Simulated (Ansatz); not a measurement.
A search over several starts for the lowest SCF solution of Se₅⁺ at the given spin, in a small basis.

```yaml
crystal:
  periodic: [false, false, false]
  atoms:
    - {symbol: Se, position_ang: [1.197292, 0.241094, -0.893957]}
    - {symbol: Se, position_ang: [1.459419, 1.525073, 2.551970]}
    - {symbol: Se, position_ang: [-2.237092, -1.286682, -0.800380]}
    - {symbol: Se, position_ang: [0.088626, 0.460415, 1.226104]}
    - {symbol: Se, position_ang: [-0.508255, -0.939900, -2.083727]}
basis:
  gaussian: {orbitals: def2-SVP, initial_orbitals: start.molden}
total_charge: 1
magnetization: {spin_polarized: true, initial_magnetization: 1}
hamiltonian: {xc: pbe0, dispersion: d4}
output: {orbitals: {seedname: orbitals}}
```

The file start.molden holds the orbitals of an earlier run on this structure, at another level or in another basis.

```sh
$ ansatz run in.yaml --threads 4 --pin off --events-out ev --progress --plain --max-ram 4787MiB
```

Shortened log:

```
Functional definition: PBE0
1535 factors; integrals over basis functions are off by at most 8.6e-4 eV
mean field evaluation 1: about -326626.0696 eV, gradient 6.2e1 eV
mean field evaluation 2: about -326638.8768 eV, gradient 2.0e1 eV
mean field evaluation 4: about -326657.2308 eV, gradient 7.3e0 eV
mean field evaluation 8: about -326662.8171 eV, gradient 2.0e-1 eV
mean field evaluation 16: about -326662.8425 eV, gradient 4.6e-5 eV
mean field evaluation 32: about -326662.8424 eV, gradient 1.7e-2 eV
mean field evaluation 64: about -326662.6269 eV, gradient 4.0e-1 eV
mean field -326662.84245967 eV, -12004.6380403655 hartree, gradient 1.4e-5 eV, S^2 1.012881; 9 other end points of the search recorded, 0 dependent functions left out
reference -326662.84248458 eV, -12004.6380412812 hartree; 85, 84 occupied and 75, 76 virtual orbitals, 1535 factors
Total energy: -326663.12174703 eV, -12004.6483039866 hartree
```

Run time 26 s (4 threads of AMD EPYC 7B13 on a shared host), peak host memory 1.1 GiB.

The charge 1 doublet is spin-contaminated (final ⟨S²⟩ up to 1.01, 0.75 for a pure state). Another isomer (doublet) lies 1.12 eV lower at PBE0-D4/def2-TZVP; other spin states weren't run for this one.
